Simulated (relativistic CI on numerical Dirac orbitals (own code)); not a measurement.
## One change at a time: Pr51+

Base calculation: Dirac-Coulomb-Breit CI, orbitals from a KLI potential per configuration, a model potential for QED, unscaled Slater integrals.

Configuration list (outside the closed core 1s2): 2s2.2p4, 2s.2p5, 2p6, 2p5.3s, 2p5.3p, 2p5.3d, 2s2.2p3.3s, 2s2.2p3.3p, 2s2.2p3.3d, 2s.2p4.3s, 2s.2p4.3p, 2s.2p4.3d, 2s2.2p3.4s, 2s2.2p3.4p, 2s2.2p3.4d, 2s2.2p3.4f, 2s.2p4.4s, 2s.2p4.4p, 2s2.2p2.3s2, 2s.2p4.4d, 2s.2p4.4f, 2s2.2p2.3s.3p, 2s2.2p3.5s, 2s2.2p3.5p, 2s2.2p2.3s.3d, 2s2.2p3.5d, 2s2.2p2.3p2, 2s2.2p3.5f, 2s2.2p3.5g, 2s2.2p2.3p.3d, 2s.2p3.3s2, 2s2.2p2.3d2, 2s.2p3.3s.3p, 2s.2p3.3s.3d, 2s.2p3.3p2, 2s.2p4.5s. Levels of other configurations are missing.

Variants: (1) one mean potential for all configurations. Shifts of the energy above 2s2.2p4 3P_2, in eV, for the lowest level and the first level of each name with at least 55 % of one term (blank where a level changes its place among those of its configuration and J or its character, or is not in the variant):

```
           Level     Base   Δ(1)
    2s2.2p4 3P_2     0.00   0.00
    2s2.2p4 1S_0    43.50  -0.01
    2s2.2p4 3P_1   498.29  +0.06
    2s2.2p4 1D_2   515.97  +0.06
    2s.2p5 3P°_2   792.59  +0.16
    2s.2p5 1P°_1   853.91  +0.16
    2s2.2p4 3P_0  1030.24  +0.12
    2s.2p5 3P°_0  1299.76  +0.16
    2s.2p5 3P°_1  1333.51  +0.16
        2p6 1S_0  1680.34  +0.43
 2s2.2p3.3p 3P_0  5656.08  +0.05
2s2.2p3.3d 3P°_0  5717.77  -0.08
2s2.2p3.3s 3S°_1  5877.89  +0.34
2s2.2p3.3s 3D°_3  5891.54  +0.44
2s2.2p3.3s 1D°_2  5897.73  +0.34
2s2.2p3.3s 3P°_0  5927.60  +0.27
2s2.2p3.3s 3P°_1  5930.67  +0.24
 2s2.2p3.3p 3D_1  6012.31  +0.27
 2s2.2p3.3p 3F_4  6120.44  +0.49
```

At this charge energies of transitions that change n are usually good to better than 1 %, and those within a shell (Δn = 0) to a few per cent.

Ionisation energy from the two ground configurations alone: base 9912.45 eV. The NIST ASD value (theoretical) is 9913 eV.

LS names give the leading component of a level, which can be under half, so a name can repeat, a term be missing and a line seem to break the LS rules.
